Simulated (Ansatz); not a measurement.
Reaction (ligand exchange at a Ge–O bond): `[OH][GeH3]` + `[NH2][GeH3]` → `[GeH3][NH][GeH3]` + H₂O

Program: Ansatz. Geometries: PBE0-D4/def2-TZVP. ΔE: electronic, gas phase. CCSD(T)/CBS is the MP2 limit (def2-TZVPP, def2-QZVPP) plus CCSD(T) − MP2 in def2-TZVPP, frozen cores. This one scheme is used for every species. Functionals use def2-TZVPP. For Ge outer-core shells are correlated without core-valence functions, which leaves a few kJ/mol of doubt a bond. Scalar relativity is left out up to krypton.

| level | ΔE (kcal/mol) |
| --- | --- |
| B97M-V | 4.8 |
| RPA@PBE/def2-TZVPP | 2.6 |

What does CCSD(T)/CBS give? (Estimate.)

The calculation gave: +1.7 kcal/mol. The listed levels differ from it by 3.1, 0.9 kcal/mol.

Largest T1 diagnostic among the species: 0.011.

In def2-TZVPP, CCSD(T) changes the Hartree–Fock value by −3.0 kcal/mol (the triples alone add −0.3 kcal/mol) and MP2 by −3.4 kcal/mol. At CCSD(T), def2-SVP lies +0.9 kcal/mol from the extrapolated value and def2-TZVPP +0.6 kcal/mol.
